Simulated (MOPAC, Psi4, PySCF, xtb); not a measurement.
Two geometries of Al(H)2(OH)(py), C5H8AlNO, singlet, relaxed at B3LYP-D3(BJ)/def2-SVP with one dihedral held; other torsions can differ between them too.

Structure A

```
16

Al    -2.2440     1.0642    -0.2019
H     -3.1518    -0.2402    -0.4069
H     -2.1882     2.1307    -1.3978
O     -2.0833     1.7166     1.4138
H     -2.5275     2.5180     1.7026
C      2.1094    -0.9951    -0.0552
C      1.0520    -1.6586    -0.6820
C     -0.1942    -1.0388    -0.7241
N     -0.3993     0.1770    -0.1945
C      0.6050     0.8103     0.4351
C      1.8805     0.2583     0.5172
H      3.0991    -1.4549    -0.0045
H      1.1838    -2.6463    -1.1263
H     -1.0647    -1.5113    -1.1865
H      0.3357     1.7612     0.9004
H      2.6748     0.8013     1.0317
```

Structure B

```
16

Al    -2.2037     0.9246    -0.1024
H     -3.1326    -0.1558     0.6303
H     -2.4563     1.1486    -1.6687
O     -1.6430     2.2929     0.8389
H     -2.1906     3.0373     1.0976
C      2.0980    -1.2378    -0.0654
C      1.0179    -1.8357    -0.7211
C     -0.2109    -1.1839    -0.7120
N     -0.3854    -0.0045    -0.0943
C      0.6468     0.5797     0.5391
C      1.9084    -0.0118     0.5737
H      3.0763    -1.7243    -0.0542
H      1.1222    -2.7934    -1.2333
H     -1.0894    -1.6051    -1.2084
H      0.4064     1.5367     1.0109
H      2.7257     0.4877     1.0963
```

**Question.** Which is lower in energy at the level wB97M-V/def2-TZVP // B3LYP-D3(BJ)/def2-SVP (Psi4), and by how much?

**Answer.** B is lower, by 1.52 kJ/mol (dihedral C8–N9–Al1–O4: 140° in A, 180° in B).

E(B) − E(A) in kJ/mol at the other levels, on the same two geometries: B3LYP/def2-TZVP // B3LYP-D3(BJ)/def2-SVP (Psi4) -2.17; B3LYP-D3(BJ)/def2-TZVP // B3LYP-D3(BJ)/def2-SVP (Psi4) -2.17; PBE/def2-TZVP // B3LYP-D3(BJ)/def2-SVP (Psi4) -2.38; PBE-D3(BJ)/def2-TZVP // B3LYP-D3(BJ)/def2-SVP (Psi4) -2.38; AM1, restricted, heats of formation // B3LYP-D3(BJ)/def2-SVP (MOPAC) 0.09; PM6, restricted, heats of formation // B3LYP-D3(BJ)/def2-SVP (MOPAC) -2.56; GFN1-xTB // B3LYP-D3(BJ)/def2-SVP (xtb) -2.94; restricted B3LYP/6-31G*, spherical d, density fitting // B3LYP-D3(BJ)/def2-SVP (PySCF) -1.86; restricted B3LYP/3-21G, density fitting // B3LYP-D3(BJ)/def2-SVP (PySCF) -8.66; restricted LDA (SVWN5)/6-31G*, spherical d, density fitting // B3LYP-D3(BJ)/def2-SVP (PySCF) -3.97; restricted Hartree-Fock/3-21G, density fitting // B3LYP-D3(BJ)/def2-SVP (PySCF) -8.72.
